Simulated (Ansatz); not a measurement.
`[Cl][Ge]([Cl])([I])[I]`, relaxed with RKS PBE0-D4/def2-TZVP in Ansatz from a PBE-D4/def2-SVP geometry. The force threshold is 0.005 eV/Å; the program also tests the step.

Charge 0, multiplicity 1. I takes the def2 core potential.

Start:

```xyz
5

Cl    1.592    1.376    0.628
Ge   -0.006    0.049    0.023
Cl   -1.877    1.028    0.493
I     0.130   -0.347   -2.461
I     0.162   -2.106    1.317
```

```
step  energy (eV)  largest force (eV/Å)  largest move (Å)
   1  -97756.8582                 0.523             0.000
   2  -97756.8811                 0.316             0.052
   3  -97756.8895                 0.043             0.023
   4  -97756.8896                 0.016             0.007
   5  -97756.8897                 0.001             0.002
```

End:

```xyz
5

Cl    1.567    1.357    0.619
Ge   -0.006    0.047    0.022
Cl   -1.849    1.013    0.487
I     0.128   -0.340   -2.431
I     0.159   -2.077    1.303
```

It took 49 s on 4 threads of an Arm Neoverse V1 on a shared host, with 0.94 GiB of host memory at the peak.
